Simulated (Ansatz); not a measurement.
CH₅NOSe, singlet, geometry from GFN2-xTB; R2SCAN/def2-TZVPP (Ansatz, a quantum-chemistry and plane-wave program).

Input for Ansatz:
Ansatz 0.2 input:
```yaml
crystal:
  periodic: [false, false, false]
  atoms:
    - {symbol: Se, position_ang: [-0.16999257, -0.25930296, 0.59730784]}
    - {symbol: O, position_ang: [0.95634785, 0.76259495, -0.44457082]}
    - {symbol: C, position_ang: [1.57429358, 0.16537690, -1.55465554]}
    - {symbol: H, position_ang: [0.85004393, -0.28690028, -2.24025588]}
    - {symbol: H, position_ang: [2.09489062, 0.97173933, -2.07440756]}
    - {symbol: H, position_ang: [2.30221248, -0.59341294, -1.25535815]}
    - {symbol: N, position_ang: [-1.79754260, 0.11066214, -0.10698601]}
    - {symbol: H, position_ang: [-1.93738387, -0.23524128, -1.04990551]}
    - {symbol: H, position_ang: [-2.04376182, 1.09245972, -0.05513740]}
basis:
  gaussian:
    orbitals: def2-TZVPP
hamiltonian:
  xc: r2scan
```

Predict the main parts of the log of this Ansatz run.


```
Functional definition: r2SCAN
1168 factors; their error is unknown
mean field evaluation 1: about -69990.9700 eV, gradient 8.0e1 eV
mean field evaluation 2: about -69954.9863 eV, gradient 1.5e2 eV
mean field evaluation 4: about -70003.0744 eV, gradient 1.5e1 eV
mean field evaluation 8: about -70003.4654 eV, gradient 3.4e-1 eV
mean field evaluation 16: about -70003.4225 eV, gradient 8.0e-4 eV
mean field -70003.42246401 eV, -2572.5783255284 hartree, gradient 1.0e-5 eV, S^2 0.000000; 0 other end points of the search recorded, 0 dependent functions left out
reference -70003.42247482 eV, -2572.5783259256 hartree; 30, 30 occupied and 181, 181 virtual orbitals, 1168 factors
Total energy: -70003.42247482 eV, -2572.5783259256 hartree
```
